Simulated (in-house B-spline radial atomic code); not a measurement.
Successive ionisation energies of praseodymium; each step leads to the configuration of the next row (after the last: [Ar] 3d10 4s2 4p5). NIST's values go from ground level to ground level; the uncertainty of those that are theory runs from under 0.1 % in few-electron ions to several per cent in heavy many-electron ones. Computed with a B-spline radial code for spherical atoms: non-relativistic Hartree-Fock, average of the configuration, point nuclei.

Some pairs differ by more than the removed electron.

This level leaves out relativity, spin-orbit splitting included, which matters for heavy ions.

| ion | configuration | ionisation energy (eV) | tabulated value (eV) | tabulated kind | computed minus tabulated (eV) | highest orbital | largest mean radius (bohr) |
| --- | --- | --- | --- | --- | --- | --- | --- |
| Pr9+ | [Kr] 4d10 4f2 5s2 | 145.8 | 148 | tabulated theory | -2.2 | 4f | 1.4138 |
| Pr10+ | [Kr] 4d10 5s2 5p1 | 156.7 | 162 | tabulated theory | -5.3 | 5p | 1.4329 |
| Pr11+ | [Kr] 4d10 5s2 | ? | ? | tabulated theory | ? | ? | ? |
| Pr12+ | [Kr] 4d10 5s1 | 207.4 | 217.02 | semi-empirical | -9.6 | 5s | 1.3183 |
| Pr13+ | [Kr] 4d10 | 353.1 | 350 | tabulated theory | 3.1 | 4d | 0.68987 |
| Pr14+ | [Kr] 4d9 | 384.7 | 378 | tabulated theory | 6.7 | 4d | 0.67986 |
| Pr15+ | [Kr] 4d8 | ? | ? | tabulated theory | ? | ? | ? |
| Pr16+ | [Kr] 4d7 | 450.1 | 445 | tabulated theory | 5.1 | 4d | 0.66164 |
| Pr17+ | [Kr] 4d6 | 483.8 | 478 | tabulated theory | 5.8 | 4d | 0.65303 |
| Pr18+ | [Kr] 4d5 | 518.1 | 516 | tabulated theory | 2.1 | 4d | 0.64472 |
| Pr19+ | [Kr] 4d4 | 553.1 | 554 | tabulated theory | -0.9 | 4d | 0.63667 |
| Pr20+ | [Kr] 4d3 | 588.8 | 590 | tabulated theory | -1.2 | 4d | 0.62888 |
| Pr21+ | [Kr] 4d2 | 625.2 | 627 | tabulated theory | -1.8 | 4d | 0.62133 |
| Pr22+ | [Kr] 4d1 | ? | ? | tabulated theory | ? | ? | ? |
| Pr23+ | [Ar] 3d10 4s2 4p6 | 799.6 | 803 | tabulated theory | -3.4 | 4p | 0.60349 |

Question: Fill in the row of Pr11+.

Answer: ionisation energy (eV): 189.3; tabulated value (eV): 196; computed minus tabulated (eV): -6.7; highest orbital: 5s; largest mean radius (bohr): 1.3389.

Question: Fill in the row of Pr15+.

Answer: ionisation energy (eV): 417.0; tabulated value (eV): 412; computed minus tabulated (eV): 5.0; highest orbital: 4d; largest mean radius (bohr): 0.67058.

Question: Fill in the row of Pr22+.

Answer: ionisation energy (eV): 662.2; tabulated value (eV): 663; computed minus tabulated (eV): -0.8; highest orbital: 4d; largest mean radius (bohr): 0.614.

Question: Where is the largest jump?

Answer: From Pr12+ to Pr13+, by a factor of 1.70 (207.43 to 353.1 eV); the highest orbital goes from 5s to 4d.
